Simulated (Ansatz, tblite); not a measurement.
Cost and result up the ladder for Sn(tBu)Me3 (C7H18Sn) (26 atoms). Total charge 0; singlet. Geometry: PBE-D4/def2-SVP.

```xyz
26

Sn   -0.553    0.117    0.832
C     0.668   -0.142   -1.003
C     1.412    1.170   -1.281
C    -0.272   -0.481   -2.167
C     1.664   -1.283   -0.769
H     2.041    1.079   -2.198
H     0.715    2.019   -1.448
H     2.091    1.451   -0.448
H    -1.016    0.322   -2.353
H    -0.830   -1.425   -1.992
H     0.306   -0.614   -3.113
H     1.154   -2.246   -0.551
H     2.354   -1.069    0.074
H     2.295   -1.447   -1.674
C    -1.803   -1.645    1.121
H    -2.375   -1.557    2.066
H    -1.176   -2.557    1.171
H    -2.518   -1.750    0.282
C    -1.814    1.882    0.616
H    -2.432    1.802   -0.300
H    -1.189    2.793    0.544
H    -2.487    1.981    1.490
C     0.767    0.367    2.548
H     1.443    1.231    2.391
H     1.382   -0.543    2.696
H     0.173    0.546    3.466
```

Ansatz on 2 threads of AMD EPYC 7R13 on a shared host and a share (18 GiB) of an NVIDIA H100 80GB HBM3; xTB runs through tblite on one thread. Times are rough, summed over both states, and most runs start from the orbitals of an earlier one. PBE0-D4/def2-TZVP serves as the yardstick here, not as an exact answer. The other state is a triplet.

In the def2 sets Sn takes a core potential; there is no spin–orbit coupling. The xTB rows come from tblite.

xTB has no spin-polarisation term.

```json
{"level": "GFN2-xTB", "functions": "55", "wall time": "0.03 s"}
{"level": "GFN1-xTB", "functions": "73", "wall time": "0.057 s"}
{"level": "PBE-D4/def2-TZVP (with forces)", "functions": "375", "wall time": "14 s"}
{"level": "PBE0-D4/def2-TZVP", "functions": "375", "wall time": "19 s"}
{"level": "r2SCAN-D4/def2-TZVP (with forces)", "functions": "375", "wall time": "20 s"}
```

(1) Estimate what each level gives for the vertical triplet (eV).

Answers

(1) 
| level | vertical triplet (eV) | difference from PBE0-D4/def2-TZVP (eV) |
| --- | --- | --- |
| GFN2-xTB | 4.79 | -0.83 |
| GFN1-xTB | 5.09 | -0.53 |
| PBE-D4/def2-TZVP (with forces) | 5.22 | -0.40 |
| PBE0-D4/def2-TZVP | 5.62 | 0.00 |
| r2SCAN-D4/def2-TZVP (with forces) | 5.41 | -0.21 |
